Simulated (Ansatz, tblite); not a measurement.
Series Mo(NH)2X2: vertical triplet (eV) at several levels, gas phase, relaxed structures; Ansatz, xTB through tblite. Core potentials for Mo in the def2 sets, no spin–orbit coupling. xTB has no spin-polarisation term. Names give formal oxidation states. The structures are stationary points that may keep the symmetry of their start. Remarks come from the PBE and PBE0 runs and from stability tests at other levels; not every state was tested. HOMO above LUMO (over both spins in singlets and doublets, within one spin in higher multiplets; at PBE or PBE0), or a gap under 0.15 eV within one spin, warns that the state may not be the lowest or that an electron is smeared out.

```tsv
species	state	geometry	GFN1-xTB	GFN2-xTB	PBE-D4/def2-TZVP	r2SCAN-D4/def2-TZVP	PBE0-D4/def2-TZVP	remarks
Mo(NH)2F2 (MoN2F2H2)	singlet	PBE-D4/def2-SVP	3.83	3.38	3.77	3.66	3.49	restricted SCF unstable in HF
Mo(NH)2Cl2 (MoN2Cl2H2)	singlet	PBE-D4/def2-SVP	3.48	2.98	3.34	3.29	3.19	restricted SCF unstable in HF
Mo(NH)2(OH)2 (MoN2O2H4)	singlet	B3LYP-D4/def2-SVP	4.24	3.87	4.09	4.03	3.90	restricted SCF unstable in HF, gap within one spin near zero at PBE or PBE0 (triplet)
Mo(NH)2(NH2)2 (MoN4H6)	singlet	r2SCAN-D4/def2-SVP	3.79	3.85	3.64	3.65	3.59	–
```

Over the 4 species that have every level, the mean is 3.83 at GFN1-xTB, 3.52 at GFN2-xTB, 3.71 at PBE-D4/def2-TZVP, 3.66 at r2SCAN-D4/def2-TZVP, 3.54 at PBE0-D4/def2-TZVP.
